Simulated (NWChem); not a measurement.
# Correlation energy of Ge (+1)

```xyz
1

Ge     0.0000     0.0000     0.0000
```
Charge +1, spin multiplicity 2.

All runs are NWChem calculations.

Basis set: def2-TZVP. Each correlation energy counts from its own Hartree-Fock reference.

```
method           correlation energy (mHa)
---------------  ------------------------
UMP2                               -166.0
SCS-UMP2                           -156.1
CCSD on UHF                        -172.8
CCSD[T] on UHF                     -178.8
CCSD(T) on UHF                     -178.1
CCSD on ROHF                       -176.5
CCSD[T] on ROHF                    -182.6
CCSD(T) on ROHF                    -181.9
```

The values span 26.5 mHa, from CCSD[T] on ROHF (lowest) to SCS-UMP2 (highest). 

The Hamiltonian is non-relativistic. The correlated methods keep 9 core orbitals frozen. The stability of the SCF solutions was not checked. Open-shell Hartree-Fock references start from PBE0 orbitals. Coupled-cluster values serve here as a point of comparison, not as the truth.
